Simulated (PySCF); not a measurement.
Method: PBE-D3(BJ)/def2-TZVP // PBE-D3(BJ)/def2-SVP (PySCF 2.14.0). All species are isolated molecules in the gas phase. One relaxed conformer stands for a flexible species; it need not be the lowest. 

Reference species (SMILES): `B[C@@H]1CCCC[C@@H]1C=C` (neutral, multiplicity 1).

```
Quantity                   Value
----------------------  --------
HOMO                    -6.19 eV
S1 oscillator strength     0.012
LUMO                    -2.21 eV
```

Changed species: `[C@H]1(CC[C@@H](C=C)CC1)B`.

**Question.** Predict the effect on the HOMO, S1 oscillator strength and LUMO.

**Answer.** the HOMO stays essentially unchanged; the S1 oscillator strength drops by 0.011, to 0.001; the LUMO increases by 0.05 eV, to -2.16 eV.
